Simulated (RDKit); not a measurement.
A run for RDKit: UFF on CH2F2 (SMILES FCF).

```python
from rdkit import Chem
from rdkit.Chem import AllChem, rdDetermineBonds

blocks = [
'''5

F    -1.03865305   -1.18999247    3.26180889
C     0.07473358   -0.46896914    3.60524058
F    -0.31965438    0.55317172    4.42223658
H     0.50551276   -0.05123818    2.69429036
H     0.74154651   -1.12263932    4.17032831
''',
]
mol = None
for b in blocks:
    f = Chem.MolFromXYZBlock(b)
    rdDetermineBonds.DetermineBonds(f, charge=0)
    mol = f if mol is None else Chem.CombineMols(mol, f)
Chem.SanitizeMol(mol)
print(Chem.MolToSmiles(Chem.RemoveHs(mol)))
ff = AllChem.UFFGetMoleculeForceField(mol, vdwThresh=100.0, ignoreInterfragInteractions=False)
e = ff.CalcEnergy()
print(f'UFF energy {e:.6f} kcal/mol')
```

The log:

```
FCF
UFF energy 0.859284 kcal/mol
```

The run finished.

Cost: roughly 0.03 core-seconds.
